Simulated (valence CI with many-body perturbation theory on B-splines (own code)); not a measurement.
## Forbidden lines of Bi XII

Computed by configuration interaction combined with many-body perturbation theory (CI+MBPT): four valence electrons over a frozen Dirac-Fock core [Xe] 4f14, a basis of 9 s, 9 p, 10 d, 8 f, 5 g, 3 h, 1 i functions for each j, with the one-electron correlation potential Σ1 (screened to all orders), the two-electron term Σ2, the three-electron term Σ3, Breit, model QED; selected single and double excitations, second order for the rest, scaled by the run's own slope (own B-spline code, finite nucleus).

No measured levels were compared; by estimate terms of the open shell hold to 2 to 4 % of their energy, and close levels can change places. Core correlation moves these levels by up to 15000 cm⁻¹, and in measured spectra 5 to 20 % of such shifts remained as error; rates that hang on mixing are uncertain with them. The list stops below the first excitations out of the core. Only levels of the ground parity were solved; by the run's estimate the other parity begins above the list, which can be wrong where configurations are misplaced.

Lines 1 to 50 of 120 in falling wavelength, among levels below 422720 cm⁻¹, chosen from the decays that carry over 1 % of a level's rate. Wavelengths and rates use the calculated energies, so an error of 2000 cm⁻¹ moves a line at 2218 nm by 44 % and its rate by three times that or more. Electric multipoles are in the length gauge, E1 and E2 with the static RPA response of the core. S is in atomic units (e²a₀⁴ for E2 and M2, e²a₀⁶ for E3), for M1 in squared Bohr magnetons. Weak lines are less certain than strong ones. Lines between different terms over intervals too small for the method are left out, as are lines whose strength nearly cancels.

Levels are named by their leading jj configuration (3d3/2^4 stands for four electrons in 3d with j = 3/2), which in mixed levels can hold well under half, so a name can repeat and another be missing. Letters in brackets count levels of one name in rising energy.

```tsv
λ vac (nm)	Upper	Lower	Type	A (s⁻¹)	S (a.u.)
2302	(5d3/2^2 5d5/2^2) J=6	(5d3/2^2 5d5/2^2) J=5	M1	7.58e-01	4.46e+00
2218	(5d3/2^3 5d5/2) J=4	(5d3/2^3 5d5/2) J=2	E2	3.15e-06	1.36e-01
1687	(5d3/2^3 5d5/2) J=3	(5d3/2^3 5d5/2) J=2	M1	5.84e+00	7.28e+00
1239	(5d3/2^2 5d5/2^2) J=2 [b]	(5d3/2^2 5d5/2^2) J=1	M1	5.22e+00	1.84e+00
1121	(5d3/2^2 5d5/2^2) J=5	(5d3/2^2 5d5/2^2) J=4 [a]	M1	7.81e+00	4.48e+00
1058	(5d3/2^2 5d5/2^2) J=4 [b]	(5d3/2^2 5d5/2^2) J=5	M1	1.44e+00	5.68e-01
825.4	(5d3/2^3 5d5/2) J=2	(5d3/2^3 5d5/2) J=1	M1	6.31e+01	6.57e+00
709.7	(5d3/2^2 5d5/2^2) J=1	(5d3/2^2 5d5/2^2) J=0 [a]	M1	4.14e+01	1.64e+00
674.3	(5d3/2^2 5d5/2^2) J=4 [b]	(5d3/2^2 5d5/2^2) J=3 [a]	M1	3.46e+01	3.54e+00
622.9	(5d3/2^2 5d5/2^2) J=2 [b]	(5d3/2^2 5d5/2^2) J=2 [a]	M1	2.81e+01	1.26e+00
622.2	(5d3/2^2 5d5/2^2) J=3 [b]	(5d3/2^2 5d5/2^2) J=3 [a]	M1	6.81e+00	4.26e-01
598.7	(5d3/2 5d5/2^3) J=3 [c]	(5d3/2 5d5/2^3) J=2 [a]	M1	4.94e+01	2.75e+00
544.2	(5d3/2^2 5d5/2^2) J=4 [b]	(5d3/2^2 5d5/2^2) J=4 [a]	M1	1.02e+01	5.46e-01
515.8	(5d3/2^2 5d5/2^2) J=4 [a]	(5d3/2^3 5d5/2) J=3	M1	5.10e+01	2.34e+00
515.3	(5d3/2 5d5/2^3) J=1 [b]	(5d3/2 5d5/2^3) J=0	M1	2.77e+01	4.21e-01
513.8	(5d3/2 5d5/2^3) J=3 [a]	(5d3/2^2 5d5/2^2) J=4 [b]	M1	2.89e+01	1.02e+00
509.8	(5d3/2^2 5d5/2^2) J=3 [b]	(5d3/2^2 5d5/2^2) J=4 [a]	M1	5.38e+00	1.85e-01
508.2	(5d3/2 5d5/2^3) J=3 [b]	(5d3/2 5d5/2^3) J=3 [a]	M1	3.47e+01	1.18e+00
480.7	(5d3/2^2 5d5/2^2) J=4 [a]	(5d3/2^3 5d5/2) J=4	M1	2.78e+02	1.03e+01
476.3	(5d3/2^3 5d5/2) J=1	(5d3/2^4) J=0	M1	2.91e+02	3.50e+00
452.3	(5d3/2 5d5/2^3) J=4 [a]	(5d3/2^2 5d5/2^2) J=5	M1	3.92e+01	1.21e+00
443.0	(5d3/2 5d5/2^3) J=2 [a]	(5d3/2^2 5d5/2^2) J=2 [c]	M1	1.19e+02	1.93e+00
437.0	(5d3/2^2 5d5/2^2) J=2 [c]	(5d3/2^2 5d5/2^2) J=1	M1	1.83e+01	2.83e-01
436.1	(5d3/2^2 5d5/2^2) J=3 [a]	(5d3/2^3 5d5/2) J=3	M1	2.36e+02	5.08e+00
431.5	(5d3/2 5d5/2^3) J=3 [b]	(5d3/2^2 5d5/2^2) J=2 [c]	M1	1.25e+01	2.60e-01
410.7	(5d3/2^2 5d5/2^2) J=3 [a]	(5d3/2^3 5d5/2) J=4	M1	4.94e+00	8.88e-02
409.7	(5d3/2 5d5/2^3) J=1 [b]	(5d3/2^2 5d5/2^2) J=2 [d]	M1	1.92e+02	1.47e+00
406.4	(5d3/2 5d5/2^3) J=1 [a]	(5d3/2^2 5d5/2^2) J=2 [b]	M1	8.95e+01	6.68e-01
393.5	(5d3/2 5d5/2^3) J=5	(5d3/2^2 5d5/2^2) J=4 [b]	M1	2.14e+02	5.31e+00
388.0	(5d3/2^2 5d5/2^2) J=4 [c]	(5d3/2^2 5d5/2^2) J=3 [b]	M1	1.85e+01	3.61e-01
370.2	(5d3/2^2 5d5/2^2) J=4 [c]	(5d3/2^2 5d5/2^2) J=4 [b]	M1	7.43e+00	1.26e-01
363.8	(5d3/2 5d5/2^3) J=4 [a]	(5d3/2^2 5d5/2^2) J=3 [a]	M1	7.47e+01	1.20e+00
354.2	(5d3/2 5d5/2^3) J=3 [c]	(5d3/2^2 5d5/2^2) J=4 [c]	M1	1.91e+02	2.20e+00
347.4	(5d3/2^2 5d5/2^2) J=2 [a]	(5d3/2^3 5d5/2) J=2	M1	1.99e+02	1.54e+00
346.5	(5d3/2^2 5d5/2^2) J=3 [a]	(5d3/2^3 5d5/2) J=2	M1	1.99e+02	2.15e+00
336.4	(5d3/2^2 5d5/2^2) J=5	(5d3/2^3 5d5/2) J=4	M1	2.11e+02	3.27e+00
335.2	(5d3/2 5d5/2^3) J=1 [b]	(5d3/2 5d5/2^3) J=1 [a]	M1	3.95e+01	1.65e-01
334.0	(5d3/2^2 5d5/2^2) J=2 [d]	(5d3/2^2 5d5/2^2) J=3 [b]	M1	1.19e+02	8.21e-01
333.0	(5d3/2^2 5d5/2^2) J=2 [d]	(5d3/2^2 5d5/2^2) J=2 [b]	M1	1.24e+02	8.50e-01
327.7	(5d3/2 5d5/2^3) J=5	(5d3/2^2 5d5/2^2) J=6	M1	1.27e+02	1.82e+00
324.0	(5d3/2^2 5d5/2^2) J=2 [c]	(5d3/2^2 5d5/2^2) J=2 [a]	M1	8.25e+01	5.20e-01
322.3	(5d3/2 5d5/2^3) J=4 [a]	(5d3/2^2 5d5/2^2) J=4 [a]	M1	6.21e+02	6.94e+00
306.3	(5d3/2 5d5/2^3) J=6	(5d3/2^2 5d5/2^2) J=6	M1	2.68e+02	3.71e+00
306.0	(5d3/2 5d5/2^3) J=1 [a]	(5d3/2^2 5d5/2^2) J=1	M1	3.50e+02	1.11e+00
305.5	(5d3/2^2 5d5/2^2) J=0 [b]	(5d3/2 5d5/2^3) J=1 [a]	M1	1.12e+02	1.19e-01
293.5	(5d3/2^2 5d5/2^2) J=6	(5d3/2^3 5d5/2) J=4	E2	6.69e-02	1.69e-01
291.6	(5d3/2 5d5/2^3) J=3 [a]	(5d3/2^2 5d5/2^2) J=3 [a]	M1	5.21e+02	3.36e+00
291.0	(5d3/2 5d5/2^3) J=3 [a]	(5d3/2^2 5d5/2^2) J=2 [a]	M1	6.29e+02	4.02e+00
287.4	(5d3/2^2 5d5/2^2) J=0 [a]	(5d3/2^3 5d5/2) J=1	M1	1.57e+03	1.38e+00
286.8	(5d3/2 5d5/2^3) J=5	(5d3/2^2 5d5/2^2) J=5	M1	1.97e+02	1.89e+00
```
